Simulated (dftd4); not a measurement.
CH4O, charge +1, doublet, geometry from GFN2-xTB (a state made from the parent by changing its charge; the spin is typed, not shown lowest); dftd4 with D4 for pbe0.

Here is a job for dftd4.
```
$ dftd4 mol.xyz --func pbe0 --charge 1 --json dftd4.json --noedisp

# file mol.xyz
6

C     -0.58924205     0.11269574     0.15236737
O      0.62913231    -0.21664733    -0.25158422
H     -0.71738938     0.13340246     1.27065929
H     -1.33523873    -0.50978228    -0.36016497
H     -0.83780504     1.20707764     0.00976305
H      1.39282700     0.22630639     0.17821211
```

Question: Predict the main parts of the log of this dftd4 run.

Answer: 
```
                    ____  _____ _____     ____  _  _
      -------------|  _ \|  ___|_   _|---|  _ \| || |------------
     |             | | | | |_    | | ___ | | | | || |_           |
     |             | |_| |  _|   | ||___|| |_| |__   _|          |
     |             |____/|_|     |_|     |____/   |_|            |
     |             ===================================           |
     |            E. Caldeweyher, S. Ehlert & S. Grimme          |
     |          Mulliken Center for Theoretical Chemistry        |
     |                    University of Bonn                     |
      -----------------------------------------------------------

Rational (Becke-Johnson) damping: pbe0-D4-ATM
---------------------
  s6         1.0000
  s8         1.2007
  s9         1.0000
  a1         0.4009
  a2         5.0293
 alp        16.0000
--------------------

Dispersion energy:      -8.4341748232934E-04 Eh

[Info] JSON dump of results written to 'dftd4.json'
```
